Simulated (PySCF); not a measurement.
## Tm(III) with different ligands

Computed with PySCF 2.14.0, PBE0, def2-SVP on the ligands, density fitting, scalar-relativistic core potentials, no spin-orbit coupling, vacuum. The metal has lcecp-1-SVP with ECP58. Each complex is relaxed within the symmetry of a template of the same shape. Distances are means of the shortest metal–ligand contacts, charges and spins Mulliken's; removal energies are rigid, with the ligand's formal charge and no counterpoise, so too large; for an anion taken off a cation in vacuum most of it is the attraction of opposite charges, and multiply charged cations can part far more cheaply with an electron moved from ligand to metal. lcecp potentials hold a fixed number of 4f electrons in the core, out of states, spins and gaps.

```csv
complex,point group,M–first ligand (Å),charge on M (e),removal of one first-named ligand (eV),"strongest infrared band, degenerate modes summed (cm⁻¹)",unstable modes (below −25 cm⁻¹)
[TmH4]−,Td,2.056,0.23,4.80,1268,0
[Tm(OH)4]−,C1,2.093,0.77,5.92,–,1
[TmCl4]−,Td,2.497,0.72,5.10,313,0
[Tm(SH)4]−,S4,2.616,0.55,4.68,–,not given
[TmF4]−,Td,2.037,1.03,6.82,520,0
```

What does the calculation give for [Tm(NH2)4]−?

point group: S4, M–first ligand (Å): 2.217, charge on M (e): 0.60, removal of one first-named ligand (eV): 5.33, strongest infrared band, degenerate modes summed (cm⁻¹): 469, unstable modes (below −25 cm⁻¹): 0.
```xyz
13

Tm    0.0000    0.0000    0.0000
N     1.3418    1.1776    1.3144
H     1.2775    1.3807    2.3111
H     2.2118    1.6083    0.9990
N    -1.3418   -1.3144    1.1776
H    -2.2119   -0.9989    1.6082
H    -1.2774   -2.3111    1.3808
N     1.3418   -1.1776   -1.3144
H     2.2118   -1.6083   -0.9990
H     1.2775   -1.3807   -2.3111
N    -1.3418    1.3144   -1.1776
H    -1.2774    2.3111   -1.3808
H    -2.2119    0.9989   -1.6082
```

Members with unstable modes aren't minima as they stand: saddle points kept by symmetry or, where the modes are soft, flat surfaces and noise. Moved off a saddle point of the template and relaxed again: [Tm(OH)4]−, [Tm(NH2)4]−, [Tm(SH)4]−. One start shape was tried for each, so a minimum needn't be the lowest isomer.
